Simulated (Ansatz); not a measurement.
`C=C(F)[NH][SnH3]` + CH₃SH → `C=C(F)SC` + `[NH2][SnH3]`  (substitution at a C–N bond)

Program: Ansatz. Geometries: PBE0-D4/def2-TZVP. ΔE: electronic, gas phase. CCSD(T)/CBS adds triple-zeta CCSD(T) − MP2 to the extrapolated MP2 energy (def2 sets, frozen cores). This one scheme is used for every species. Functionals use def2-TZVPP. B3LYP here is the variant with VWN-RPA as its local correlation; programs differ in this. def2 core potentials past Kr. For Sn outer-core shells are correlated without core-valence functions, which leaves a few kJ/mol of doubt a bond. Each species was taken in one conformer, which may not be the lowest.

```csv
level,ΔE (kcal/mol),difference from CCSD(T)/CBS
PBE-D4,3.7,-0.4
r2SCAN-D4,5.0,0.9
PBE0-D4,5.3,1.2
B3LYP-D4,5.3,1.2
ωB97X-V,5.9,1.8
ωB97M-V,5.5,1.4
B2PLYP,4.9,0.8
PBE,3.7,-0.4
r2SCAN,5.0,0.9
PBE0,5.3,1.2
B3LYP,5.2,1.1
HF/def2-TZVPP,8.8,4.7
MP2/def2-TZVPP,4.5,0.4
SCS-MP2/def2-TZVPP,4.7,0.6
CCSD/def2-TZVPP,5.7,1.6
CCSD(T)/def2-TZVPP,4.9,0.8
HF/def2-QZVPP,8.8,4.7
MP2/def2-QZVPP,4.0,-0.1
SCS-MP2/def2-QZVPP,4.3,0.2
HF/CBS(def2),8.8,4.7
MP2/CBS(def2),3.7,-0.4
CCSD/CBS(def2),4.9,0.8
CCSD(T)/CBS,4.1,0
```

Largest T1 diagnostic among the species: 0.013.

From PBE to PBE0 (25 % exact exchange), in def2-TZVPP and without D4, ΔE moves by +1.6 kcal/mol. In def2-TZVPP, CCSD(T) changes the Hartree–Fock value by −3.9 kcal/mol (the triples alone add −0.9 kcal/mol) and MP2 by −4.3 kcal/mol.
